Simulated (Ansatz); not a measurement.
Compare A (`CCC(C)OC(C)(C)C`) with its isomer B (`CCCCOCCCC`).

Isolated molecules relaxed with PBE0-D4/def2-TZVP in Ansatz; ΔE leaves out vibrations. CBS: MP2 limit from def2 TZ/QZ plus the TZ coupled-cluster correction, frozen cores. DFT in def2-TZVPP. B3LYP here is the variant with VWN-RPA as its local correlation; programs differ in this. Each species was taken in one conformer, which may not be the lowest.

Q: Which isomer does CCSD(T)/CBS put lower? Give the gap. (Estimate.)

A: Computed: A, by 10.0 kcal/mol.

Q: Give E(B) − E(A) in kcal/mol with CCSD/def2-TZVPP, B3LYP-D4, MP2/def2-TZVPP, ωB97M-V, CCSD(T)/def2-TZVPP, HF/def2-TZVPP, CCSD(T)/def2-SVP. (Estimate.)

A: Ansatz gave: CCSD/def2-TZVPP 8.9, B3LYP-D4 8.7, MP2/def2-TZVPP 11.3, ωB97M-V 10.1, CCSD(T)/def2-TZVPP 10.1, HF/def2-TZVPP 3.0, CCSD(T)/def2-SVP 10.5. None reverses the order clearly.

Largest T1 diagnostic: 0.010.

The D4 term adds +4.3 kcal/mol with B3LYP and +2.5 kcal/mol with PBE0; it sums over pairs of atoms, weighted by their polarisabilities, and B3LYP, whose exchange is more repulsive, gets the larger term. From BLYP to BHLYP (50 % exact exchange), in def2-TZVPP and without D4, E(B) − E(A) moves by +1.8 kcal/mol.
